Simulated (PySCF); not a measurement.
SMILES c1cscc1-c1ccsc1 (GFN2-xTB optimised geometry):

```
16

C      2.359    -1.876     0.260
C      1.823    -0.636     0.333
C      0.437    -0.609     0.000
C     -0.381     0.591     0.000
C     -1.807     0.591     0.000
C     -2.334     1.837     0.001
S     -1.120     3.056    -0.003
C      0.115     1.865     0.000
C     -0.021    -1.857    -0.317
S      1.202    -3.056    -0.220
H      3.367    -2.180     0.461
H      2.381     0.234     0.626
H     -2.401    -0.304     0.013
H     -3.367     2.124     0.007
H      1.138     2.180    -0.015
H     -1.007    -2.147    -0.620
```

Level of theory: B3LYP/def2-TZVP (PySCF).

Task: What are the frontier orbital energies and the dipole moment?

Result: HOMO-2 -6.97 eV, HOMO-1 -6.78 eV, HOMO -5.99 eV, LUMO -0.92 eV, LUMO+1 -0.60 eV; dipole moment 0.09 D.

On the same geometry PySCF with PBE/def2-TZVP gives HOMO-2 -6.16 eV, HOMO-1 -5.97 eV, HOMO -5.29 eV, LUMO -1.57 eV, LUMO+1 -1.29 eV; dipole moment 0.08 D.

Meta-Löwdin charges at B3LYP/def2-TZVP: C1 -0.26, C2 -0.15, C3 -0.01, C4 -0.01, C5 -0.15, C6 -0.26, S7 0.31, C8 -0.28, C9 -0.28, S10 0.31, H11 0.14, H12 0.12, H13 0.12, H14 0.14, H15 0.14, H16 0.14.
